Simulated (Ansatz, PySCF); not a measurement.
This PySCF input computes a CCSD(T)/cc-pVDZ energy:

```python
from pyscf import gto, scf, mp, cc as ccmod

mol = gto.M(
    atom='''
    O    -1.99684832   -0.00439841   -0.34987957
    B    -0.81469902   -0.08471127    0.02504356
    B     0.81469902    0.08471127   -0.02504356
    O     1.99684832    0.00439841    0.34987957
    ''',
    basis='cc-pvdz',
    charge=-1,
    spin=1,
    verbose=4,
)

mf = scf.UHF(mol)
mf.conv_tol = 1e-10
mf.max_cycle = 100
mf.kernel()
mo, _, stable, _ = mf.stability(return_status=True)
if not stable:
    mf.kernel(mf.make_rdm1(mo, mf.mo_occ))
mp2 = mp.MP2(mf, frozen=4).run()
cc = ccmod.CCSD(mf, frozen=4)
cc.max_cycle = 100
cc.kernel()
et = cc.ccsd_t()
print(f'E(CCSD(T)) = {cc.e_tot + et:.9f}')
```

**Question.** Write an input for the same energy in Ansatz (a first-principles code) and say what it gives.

**Answer.** 
Ansatz 0.2 input:
```yaml
crystal:
  periodic: [false, false, false]
  atoms:
    - {symbol: O, position_ang: [-1.99684832, -0.00439841, -0.34987957]}
    - {symbol: B, position_ang: [-0.81469902, -0.08471127, 0.02504356]}
    - {symbol: B, position_ang: [0.81469902, 0.08471127, -0.02504356]}
    - {symbol: O, position_ang: [1.99684832, 0.00439841, 0.34987957]}
basis:
  gaussian:
    orbitals: cc-pVDZ
total_charge: -1
magnetization: {spin_polarized: true, initial_magnetization: 1}
correlation: {method: ccsd_t, electrons: outside_noble_gas}
```
It gives -199.72856 Eh, and PySCF -199.72856 Eh, a difference of 0.00 mEh.
